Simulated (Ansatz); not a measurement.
Geometry optimisation of `[CH3][Ga]([F])[SeH]`.

```yaml
crystal:
  periodic: [false, false, false]
  atoms:
    - {symbol: C, position_ang: [-0.091990, 1.420920, -0.542350]}
    - {symbol: Ga, position_ang: [0.101400, -0.463590, 0.213790]}
    - {symbol: F, position_ang: [1.552900, -0.671380, 1.219800]}
    - {symbol: Se, position_ang: [-1.099590, -2.482620, 0.130370]}
    - {symbol: H, position_ang: [-0.895200, 1.466070, -1.278450]}
    - {symbol: H, position_ang: [-0.304920, 2.114240, 0.273040]}
    - {symbol: H, position_ang: [0.851740, 1.708440, -1.006290]}
    - {symbol: H, position_ang: [-0.114320, -3.092060, 0.990080]}
basis:
  gaussian: {orbitals: def2-TZVP}
hamiltonian: {xc: pbe0, dispersion: d4}
relax: {f_tol: 0.005, max_steps: 150}
```

```sh
$ ansatz run in.yaml --threads 4 --pin off --events-out ev --progress --plain
```

It prints (some lines left out):

```
Functional definition: PBE0
mean field -121532.39768138 eV, -4466.2332371728 hartree, gradient 2.5e-5 eV, S^2 0.000000; 0 other end points of the search recorded, 0 dependent functions left out
relax step   1: F+E_penalty+E_count = -121532.53372501 eV  Δ(F+E_penalty+E_count) = +0.000e0 eV  max|allowed force component| = 1.014e0 eV/Å  Δτ_max = 0.0000 Å  (28 SCF iters, accepted)
mean field -121532.47525044 eV, -4466.2360877832 hartree, gradient 2.5e-5 eV, S^2 0.000000; 0 other end points of the search recorded, 0 dependent functions left out
relax step   2: F+E_penalty+E_count = -121532.61427648 eV  Δ(F+E_penalty+E_count) = -8.055e-2 eV  max|allowed force component| = 4.579e-1 eV/Å  Δτ_max = 0.1166 Å  (31 SCF iters, accepted)
mean field -121532.48709594 eV, -4466.2365230973 hartree, gradient 2.0e-5 eV, S^2 0.000000; 0 other end points of the search recorded, 0 dependent functions left out
relax step   3: F+E_penalty+E_count = -121532.62665463 eV  Δ(F+E_penalty+E_count) = -1.238e-2 eV  max|allowed force component| = 1.208e-1 eV/Å  Δτ_max = 0.0539 Å  (30 SCF iters, accepted)
mean field -121532.48966928 eV, -4466.2366176659 hartree, gradient 2.1e-5 eV, S^2 0.000000; 0 other end points of the search recorded, 0 dependent functions left out
relax step   4: F+E_penalty+E_count = -121532.62922407 eV  Δ(F+E_penalty+E_count) = -2.569e-3 eV  max|allowed force component| = 7.655e-2 eV/Å  Δτ_max = 0.0188 Å  (31 SCF iters, accepted)
mean field -121532.49092882 eV, -4466.2366639530 hartree, gradient 2.1e-5 eV, S^2 0.000000; 0 other end points of the search recorded, 0 dependent functions left out
relax step   5: F+E_penalty+E_count = -121532.63051516 eV  Δ(F+E_penalty+E_count) = -1.291e-3 eV  max|allowed force component| = 3.982e-2 eV/Å  Δτ_max = 0.0184 Å  (31 SCF iters, accepted)
mean field -121532.48986655 eV, -4466.2366249153 hartree, gradient 2.1e-5 eV, S^2 0.000000; 0 other end points of the search recorded, 0 dependent functions left out
relax step   6: F+E_penalty+E_count = -121532.62979613 eV  Δ(F+E_penalty+E_count) = +7.190e-4 eV  max|allowed force component| = 1.533e-1 eV/Å  Δτ_max = 0.0294 Å  (30 SCF iters, rejected (line search))
mean field -121532.49132166 eV, -4466.2366783898 hartree, gradient 2.2e-5 eV, S^2 0.000000; 0 other end points of the search recorded, 0 dependent functions left out
relax step   7: F+E_penalty+E_count = -121532.63102968 eV  Δ(F+E_penalty+E_count) = -5.145e-4 eV  max|allowed force component| = 1.541e-2 eV/Å  Δτ_max = 0.0144 Å  (31 SCF iters, accepted)
mean field -121532.49136955 eV, -4466.2366801495 hartree, gradient 2.2e-5 eV, S^2 0.000000; 0 other end points of the search recorded, 0 dependent functions left out
relax step   8: F+E_penalty+E_count = -121532.63111522 eV  Δ(F+E_penalty+E_count) = -8.554e-5 eV  max|allowed force component| = 2.004e-3 eV/Å  Δτ_max = 0.0082 Å  (31 SCF iters, accepted)
mean field -121532.49136955 eV, -4466.2366801495 hartree, gradient 2.2e-5 eV, S^2 0.000000; 1 other end points of the search recorded, 0 dependent functions left out
Total energy: -121532.63114426 eV, -4466.2418167756 hartree
Atom 0 at    -0.096966     1.353244    -0.526552 Å, force     0.000011     0.000673    -0.000341 eV/Å
Atom 1 at     0.183708    -0.407959     0.254478 Å, force     0.002004    -0.000294     0.000849 eV/Å
Atom 2 at     1.602392    -0.652451     1.271037 Å, force    -0.001549    -0.000236     0.000131 eV/Å
Atom 3 at    -1.099651    -2.326969     0.067011 Å, force     0.000148     0.000604    -0.000292 eV/Å
Atom 4 at    -0.923678     1.345326    -1.236216 Å, force    -0.000236    -0.000645     0.001050 eV/Å
Atom 5 at    -0.314888     2.069482     0.268068 Å, force    -0.000156     0.000338     0.000006 eV/Å
Atom 6 at     0.814439     1.674855    -1.033094 Å, force    -0.000149    -0.000208    -0.001121 eV/Å
Atom 7 at    -0.165336    -3.055508     0.935257 Å, force    -0.000072    -0.000233    -0.000282 eV/Å
Dipole moment:    -0.229995     0.270304    -0.241624 e Å
```

Hardware: 4 threads of a server CPU on a shared host. Wall time 53 s, peak host memory 0.55 GiB.
